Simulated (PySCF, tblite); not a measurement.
Species: C5H3F3NP.
Bonds: F1–C2, C2–F3, C2–F4, C2–C5, C5–C6 (aromatic), C6–C7 (aromatic), C7–P8 (aromatic), P8–C9 (aromatic), C9–N10 (aromatic), C5–N10 (aromatic). Hydrogens: H11 on C6; H12 on C7; H13 on C9.

Computed geometry: GFN2-xTB, gas phase.

Task: Give the optimised bond lengths and angles.

Result: 
```csv
bond,length (Å),order
"F1–C2, C2–F3",1.348,single
C2–F4,1.329,single
C2–C5,1.511,single
C5–C6,1.392,aromatic
C6–C7,1.378,aromatic
C7–P8,1.740,aromatic
P8–C9,1.752,aromatic
C9–N10,1.307,aromatic
C5–N10,1.320,aromatic
C6–H11,1.081,single
C7–H12,1.083,single
C9–H13,1.085,single
```

Bonds in one row agree within 0.01 Å and their mean is given. Orders are formal, as drawn. A selection of angles:
```csv
angle,degrees
F1–C2–F3,105.6
F1–C2–F4,107.0
F1–C2–C5,111.5
F4–C2–C5,113.8
C2–C5–C6,118.1
C2–C5–N10,115.8
C6–C5–N10,126.1
C5–C6–C7,121.5
C6–C7–P8,124.3
C7–P8–C9,98.1
P8–C9–N10,128.2
C5–N10–C9,121.8
```

Dihedral angles: F1–C2–C5–C6 59° (synclinal).

The 6-membered ring C5–C6–C7–P8–C9–N10 has internal angles of 98.1° to 128.2° (sum 720°, against 720° for a flat polygon); it is planar, 0.00 Å rms from its mean plane, widest ring torsion 0°. The C–C distances run from 1.378 Å (C6–C7, aromatic) to 1.511 Å (C2–C5, drawn single), a spread of 0.133 Å. Of the pairs four or more bonds apart, F3···H11 is among the closest relative to their van der Waals radii: 2.76 Å, 103 % of the sum of Bondi's values.

Point group: Cs (every atom within 0.08 Å of its image). Its lowest GFN2-xTB frequency is 10 cm⁻¹, too small to tell a flat minimum from a shallow saddle.
